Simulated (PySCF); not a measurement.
H₅Sn, SMILES [SnH5-], charge -1. Atoms are numbered in the order given.

```xyz
6

Sn     0.0000     0.0000     0.0000
H      0.0000     0.0000     1.8820
H      0.0000     0.0000    -1.8820
H      1.7736     0.0000     0.0000
H     -0.8868     1.5360     0.0000
H     -0.8868    -1.5360     0.0000
```
Charge -1, spin multiplicity 1.

The structure is a stationary point at B3LYP-D3(BJ)/def2-TZVPD. The def2 effective core potentials stand for the cores of Sn; spin–orbit coupling is left out.

These are PBE/def2-TZVPD run with PySCF values and carry that method's errors.

Isolated molecule, no solvent. A positive occupied level means that this level leaves the electron formally unbound; only the finite basis holds it.

Computed frontier levels, gap, dipole moment and polarisability:
```yaml
highest_occupied_level: 0.58 eV
lowest_empty_level: 3.16 eV
orbital_gap: 2.57 eV
dipole_moment_about_the_centre_of_nuclear_charge: 0.00 D
mean_static_polarisability: 80.4 bohr³ (11.91 Å³)
polarisability_principal_values: 73.2, 73.2, 94.9 bohr³
```
